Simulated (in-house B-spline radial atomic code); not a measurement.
Settings and results of a run for N+. Level of theory: non-relativistic r2SCAN, spin-polarised, spherical fractional occupations, point nucleus, inside a hard spherical wall at 4.39 bohr; calculated with a radial B-spline atomic code at the basis-set limit.

Command:
```bash
python run_scf.py task.json out
```
Settings:
```
Z                7
configuration    [He] 2s1 2p3
hamiltonian      nr
method           r2scan
spin_polarised   True
wall_radius      4.39
```

Output (hartree, bohr):
```
 radial grid: 36 intervals, B-splines of order 8, outer radius 4.39 bohr

 iter        energy (Eh)    residual
    1         -53.848370    1.32e-02
    2         -53.849150    6.32e-04
    3         -53.849157    2.81e-04
    4         -53.849158    1.45e-04
    5         -53.849159    2.19e-05
    6         -53.849159    5.35e-06
    7         -53.849159    1.23e-07
    8         -53.849159    1.17e-08

 total energy                       -53.84916
 kinetic                              53.8109
 electron-nucleus                   -123.6885
 Hartree                              22.5994
 exchange-correlation                 -6.5710

 orbital      occ     eigenvalue          <r>       <r^2>       <1/r>       <r^4>       r_max
 1s up      1.000       -14.8914      0.23005   0.0716939      6.6307   0.0136567      0.1485
 1s down    1.000       -14.7794     0.228679   0.0705679     6.65225   0.0129762      0.1483
 2s up      1.000        -1.3278      1.21839     1.76315     1.18719     5.55777      0.9793
 2p up      3.000        -0.8564      1.22449     1.85408     1.06654     6.88218      0.9125
```

Time taken, with all properties: 0.06 s on 1 thread of Arm Neoverse V1, with other jobs on the host.
